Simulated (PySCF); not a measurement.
Si(F)(Cl)(Br)(NH2) (BrClFH2NSi), SMILES N[Si](F)(Cl)Br.

The structure is a stationary point at PBE-D3(BJ)/def2-SVP. The structure was generated by enumeration, and PubChem lists no compound with its InChIKey, so it may never have been made. Other conformers were not sampled.

These are PBE-D3(BJ)/def2-SVP (PySCF) values and carry that method's errors.

Frequencies are harmonic and unscaled.

Computed harmonic wavenumbers and intensities:
```json
[
 {"mode": "1", "ν (cm⁻¹)": "120", "IR (km/mol)": "6.9", "moving atoms (share of kinetic energy)": "H 48 %, N 21 %, F 20 %"},
 {"mode": "2", "ν (cm⁻¹)": "127", "IR (km/mol)": "3.7", "moving atoms (share of kinetic energy)": "Cl 48 %, Br 21 %, F 11 %"},
 {"mode": "3", "ν (cm⁻¹)": "223", "IR (km/mol)": "156.2", "moving atoms (share of kinetic energy)": "H 67 %, N 16 %"},
 {"mode": "4", "ν (cm⁻¹)": "233", "IR (km/mol)": "17.0", "moving atoms (share of kinetic energy)": "F 44 %, H 24 %, Br 17 %, Si 9 %"},
 {"mode": "5", "ν (cm⁻¹)": "243", "IR (km/mol)": "3.1", "moving atoms (share of kinetic energy)": "N 28 %, F 19 %, Br 18 %, Si 14 %, H 14 %"},
 {"mode": "6", "ν (cm⁻¹)": "274", "IR (km/mol)": "9.7", "moving atoms (share of kinetic energy)": "H 41 %, F 21 %, N 17 %, Cl 14 %"},
 {"mode": "7", "ν (cm⁻¹)": "282", "IR (km/mol)": "13.5", "moving atoms (share of kinetic energy)": "N 29 %, Cl 21 %, F 21 %, H 19 %"},
 {"mode": "8", "ν (cm⁻¹)": "425", "IR (km/mol)": "65.9", "moving atoms (share of kinetic energy)": "Si 46 %, Br 15 %, N 13 %, F 12 %, Cl 10 %"},
 {"mode": "9", "ν (cm⁻¹)": "560", "IR (km/mol)": "121.2", "moving atoms (share of kinetic energy)": "Si 51 %, Cl 32 %, H 10 %"},
 {"mode": "10", "ν (cm⁻¹)": "794", "IR (km/mol)": "148.1", "moving atoms (share of kinetic energy)": "H 68 %, N 17 %, Si 14 %"},
 {"mode": "11", "ν (cm⁻¹)": "835", "IR (km/mol)": "131.8", "moving atoms (share of kinetic energy)": "F 38 %, Si 36 %, N 21 %"},
 {"mode": "12", "ν (cm⁻¹)": "943", "IR (km/mol)": "130.4", "moving atoms (share of kinetic energy)": "Si 47 %, N 27 %, F 18 %"},
 {"mode": "13", "ν (cm⁻¹)": "1465", "IR (km/mol)": "67.3", "moving atoms (share of kinetic energy)": "H 88 %, N 12 %"},
 {"mode": "14", "ν (cm⁻¹)": "3512", "IR (km/mol)": "56.0", "moving atoms (share of kinetic energy)": "H 96 %"},
 {"mode": "15", "ν (cm⁻¹)": "3620", "IR (km/mol)": "54.0", "moving atoms (share of kinetic energy)": "H 91 %, N 9 %"}
]
```
